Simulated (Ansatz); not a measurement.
H6W, SMILES [WH6-], charge -1, multiplicity 2. Atoms are numbered in the order given.

```xyz
7

W      0.0000     0.0000     0.0000
H     -0.0495    -1.8223     0.0495
H      0.0495    -0.0495     1.8223
H     -1.8223    -0.0495    -0.0495
H      1.8223     0.0495     0.0495
H      0.0495     1.8223    -0.0495
H     -0.0495     0.0495    -1.8223
```
Charge -1, spin multiplicity 2.

Geometry optimised at B3LYP-D3(BJ)/def2-TZVPD. The multiplicity is an assumed one; other spin states were not compared. The def2 effective core potentials stand for the cores of W; spin–orbit coupling is left out.

Two levels are set side by side: PBE-D3(BJ)/def2-TZVPD (Ansatz, a program for electronic structure) and B3LYP-D3(BJ)/def2-TZVPD (Ansatz). Each level has its own optimised geometry; the coordinates shown are those of the second. Differences are taken from unrounded values.

```csv
quantity,B3LYP-D3(BJ)
mean bond length (Å),1.824
bond W1–H2 (Å),1.824
bond W1–H3 (Å),1.824
bond W1–H4 (Å),1.824
bond W1–H5 (Å),1.824
bond W1–H6 (Å),1.824
bond W1–H7 (Å),1.824
```

Problem. What does PBE-D3(BJ) give, and how far is it from B3LYP-D3(BJ)? (The exact figures need the calculation; the answer reports its results.)

Solution. 
```tsv
quantity	PBE-D3(BJ)	PBE-D3(BJ) minus B3LYP-D3(BJ)
mean bond length (Å)	1.831	0.007
bond W1–H2 (Å)	1.831	0.007
bond W1–H3 (Å)	1.831	0.007
bond W1–H4 (Å)	1.831	0.007
bond W1–H5 (Å)	1.831	0.007
bond W1–H6 (Å)	1.831	0.007
bond W1–H7 (Å)	1.831	0.007
```

Exact exchange shortens and stiffens bonds; PBE has none. Differences between two approximate levels are no errors against the true value.
